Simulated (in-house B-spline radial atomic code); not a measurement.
Values are calculated unless marked as measured or tabulated.
Making a Troullier-Martins p channel for S, r_c = 1.2 bohr

S, [Ne] 3s2 3p4, non-relativistic PBE, spherical and spin-unpolarised, from an all-electron radial atomic-structure program (B-spline basis) (atomic units). The all-electron 3p level is ε = -0.258025 hartree, its outermost node lies just inside 0.59 bohr and its outer maximum at 1.60 bohr.

Inside r_c the pseudo-orbital is u(r) = r^2 exp(p(r)), with p = c0 + c2 r² + c4 r⁴ + … + c12 r¹². The seven coefficients follow from p and its first four derivatives at r_c, from zero curvature of the screened potential at the origin, c4 = −c2²/(2l + 5), and from the norm inside r_c. At r_c the all-electron orbital has P = 0.6420068, P' = 0.493122, the screened potential V = -2.214549, V' = 3.562066, V'' = -6.762044, and the norm inside is Q = 0.1392106.

(1) What are p, p' and p'' at r_c?

For a trial c2 the five matching conditions are linear in c0, c6, c8, c10 and c12, and c2 is varied until the norm inside r_c equals Q. The root nearest zero gives:

```json
{"n": "0", "c_n": "0.2154856"}
{"n": "2", "c_n": "-1.628203"}
{"n": "4", "c_n": "-0.3787206"}
{"n": "6", "c_n": "3.503094"}
{"n": "8", "c_n": "-3.733148"}
{"n": "10", "c_n": "1.612942"}
{"n": "12", "c_n": "-0.2566817"}
```

(2) Check c4 and p(r_c), and find the screened pseudopotential at the origin.

Orbitals and screened potentials:

```json
{"r (bohr)": "0.12", "P": "-0.1993", "u": "0.01745", "V all-electron": "-95.58", "V pseudo": "-8.379"}
{"r (bohr)": "0.3", "P": "-0.3227", "u": "0.09635", "V all-electron": "-26.1", "V pseudo": "-7.75"}
{"r (bohr)": "0.48", "P": "-0.1441", "u": "0.199", "V all-electron": "-12.07", "V pseudo": "-5.418"}
{"r (bohr)": "0.66", "P": "0.1161", "u": "0.2958", "V all-electron": "-6.87", "V pseudo": "-2.169"}
{"r (bohr)": "0.84", "P": "0.3499", "u": "0.4005", "V all-electron": "-4.356", "V pseudo": "-0.525"}
{"r (bohr)": "1.02", "P": "0.5255", "u": "0.5288", "V all-electron": "-2.963", "V pseudo": "-1.669"}
{"r (bohr)": "1.2", "P": "0.642", "u": "0.642", "V all-electron": "-2.215", "V pseudo": "-2.215"}
```

Logarithmic derivatives P'/P at R = 1.5 bohr, for energies E around ε:

```csv
E − ε (hartree),all-electron,pseudo
-0.5,0.61598,0.612193
-0.25,0.387825,0.386749
-0.1,0.238814,0.23868
0,0.133623,0.133698
0.1,0.0232128,0.0230539
0.25,-0.153377,-0.154984
0.5,-0.482558,-0.490981
```

(3) With P(R) = 0.7259389 and a norm of 0.2838261 inside R, what slope in energy does norm conservation fix?

Answers

(1) p = ln(P/r_c^2) = ln(0.6420068/1.44) = -0.80780. p' = P'/P − 2/r_c = 0.76809 − 1.66667 = -0.89857. The radial equation gives p'' = 2(V − ε) − 2(2) p'/r_c − p'² = -3.91305 − (-2.99524) − 0.80743 = -1.72524. Differentiating, p''' = 2V' + 2(2)p'/r_c² − 2(2)p''/r_c − 2p'p'' = 7.2784, and p'''' = 2V'' − 4(2)p'/r_c³ + 4(2)p''/r_c² − 2(2)p'''/r_c − 2p''² − 2p'p''' = -36.083.

(2) −c2²/7 = -0.378721, as listed. The terms c_n r_c^n are 0.21549, -2.34461, -0.78532, 10.46018, -16.05185, 9.98691, -2.28860, which sum to -0.80780. Inverting the radial equation, V_l(r) = ε + 2 p'/r + (p'' + p'²)/2, so V_l(0) = ε + (2l + 3) c2 = -0.258025 + 5 × (-1.6282) = -8.3990 hartree, finite where the all-electron potential diverges.

(3) d(P'/P)/dE = −2 × (norm inside R)/P(R)² = -1.0772 per hartree·bohr at E = ε, for both atoms, since orbital and norm agree at R. Differences over ±0.1 hartree give -1.0780 (all-electron) and -1.0781 (pseudo), which also hold third-order terms. Half a hartree below ε the two curves differ by -0.0038.
